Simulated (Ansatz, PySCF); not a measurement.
Spin states of F2W (SMILES [F][W][F]), each relaxed with B3LYP-D3(BJ)/def2-TZVP.
State 1 (charge 0, multiplicity 3):
```xyz
3

W     -0.0097     0.0165    -0.0228
F     -0.2365     1.3716    -1.2338
F      0.2131    -1.3406     1.1863
```
State 2 (charge 0, multiplicity 5):
```xyz
3

W      0.326     0.200     0.121
F     -0.398     1.251    -1.279
F      0.040    -1.404     1.088
```

Singlets are restricted, other states unrestricted; no spin–orbit coupling, no relativity up to Kr; see below for the cores. The largest T1 diagnostic is 0.022.

Correlated levels freeze the inner cores; with def2 sets outer-core shells near the valence are correlated too.

The values were computed with Ansatz (Gaussian orbitals); PySCF for the dispersion terms. Each number belongs to the level named beside it. In def2 rows elements past Kr take small-core potentials, without spin–orbit coupling.

```
level                     energy of the multiplicity-5 state less that of the multiplicity-3 state (eV)
------------------------  -----------------------------------------------------------------------------
SVWN5/def2-TZVPP                                                                                  0.539
r2SCAN-D4/def2-TZVPP                                                                             -0.259
r2SCANh/def2-TZVPP                                                                               -0.292
BHLYP/def2-TZVPP                                                                                  0.181
BHLYP-D4/def2-TZVPP                                                                               0.181
CAM-B3LYP-D4/def2-TZVPP                                                                           0.377
wB97X-V/def2-TZVPP                                                                                0.457
B2PLYP-D3(BJ)/def2-TZVPP                                                                          0.362
CCSD/def2-TZVPP                                                                              (withheld)
```

Task: Some entries are withheld; supply them.

Result: 
- CCSD/def2-TZVPP, energy of the multiplicity-5 state less that of the multiplicity-3 state (eV): 0.108

Ansatz is a program for electronic structure.
